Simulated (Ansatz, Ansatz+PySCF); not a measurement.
Stretching doublet CuO

The Cu–O distance is varied.

Basis set: def2-SVP (spherical functions). Charge 0, multiplicity 2.

Computed with Ansatz (development build ahead of 0.2.0), each point on the determinant that the search for low states chose. Each curve is measured from its own lowest point listed. The UHF curve may step between solutions.

| r(Cu–O) (Å) | PBE0 (unrestricted) (eV) |
| --- | --- |
| 1.720 | 0.000 |
| 1.793 | 0.001 |
| 2.064 | 0.481 |
| 2.408 | 1.307 |
| 2.752 | 1.891 |
| 3.096 | 2.242 |
| 3.440 | 2.447 |
| 3.956 | 2.601 |
| 4.472 | 2.666 |
| 5.160 | 2.697 |

(1) Give the UHF curve at the same distances.

Answers

(1) (r (Å), E (eV)): (1.720, 0.158), (1.793, 0.000), (2.064, 0.143), (2.408, 0.459), (2.752, 0.501), (3.096, 0.518), (3.440, 0.527), (3.956, 0.531), (4.472, 0.531), (5.160, 0.530)

Caution at some points: the unrestricted determinant is a mixture of spin states. Caution for PBE0 (unrestricted) at some points: charge can spread falsely over distant fragments.
